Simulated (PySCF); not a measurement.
C₇H₈Se, SMILES Cc1cccc([SeH])c1 at its GFN2-xTB optimised geometry (Å):

```
16

C     -1.9516    -1.9308    -0.0235
C     -1.1973    -0.6361     0.0000
C     -1.8696     0.5802    -0.0006
C     -1.1690     1.7738    -0.0003
C      0.2130     1.7718     0.0002
C      0.8897     0.5604     0.0000
Se     2.8084     0.5916     0.0027
C      0.1905    -0.6361     0.0000
H     -1.3989    -2.7131     0.4916
H     -2.9266    -1.8189     0.4447
H     -2.1067    -2.2503    -1.0546
H     -2.9497     0.5912     0.0001
H     -1.7024     2.7131     0.0007
H      0.7670     2.7007     0.0014
H      2.9497    -0.8485     0.0056
H      0.7266    -1.5764     0.0011
```

Calculation: CAM-B3LYP/def2-TZVP in PySCF. Cells within 0.4 Å of a nucleus heavier than hydrogen are left out (blank, or x).

Map of the electrostatic potential (hartree/e), clipped to [-0.08, 0.12] on the plane z = 0.0 Å:

```
|0000011111111111111100000000000|
|0000111111111111111111000000000|
|0001111111111111111111100000000|
|0011111122221111222211100000000|
|0111111234542222344321110000000|
|0111112369994324899732110000000|
|1111112499999557999952211000000|
|1111112499999999999963221000000|
|1111112399999999999954432100000|
|11111123799xx99xx99967897420000|
|11112234999xx99xx99999999972000|
|1112368999999999999999999996200|
|1123799999999999999999999999410|
|112499999xx999999xx9999xx999621|
|112399999xx999999xx9999xx999621|
|1123599999999999999999999999521|
|11123457999xx99xx99999999998421|
|11122335999xx99xx99979999995321|
|11122358999x9999x99967999994211|
|1112379999999999999955999973211|
|111259999xx99999999964589742211|
|11124999xxx99657999953344332111|
|1112369999999534698533222221111|
|1111124999999532344322222211111|
|1111112469999422222222111111111|
|1111111123564322222111111111111|
|0111111111222211111111111111110|
|0000111111111111111111111111100|
|0000001111111111111111111111000|
|0000000111111111111111111110000|
|0000000011111111111111111100000|
```
Scale: ten equal steps from -0.008 (start of '0') to 0.120 (end of '9'), in the order '0123456789'; x runs from -5.00 to 5.00, y from -5.00 (bottom) to 5.00 (top).
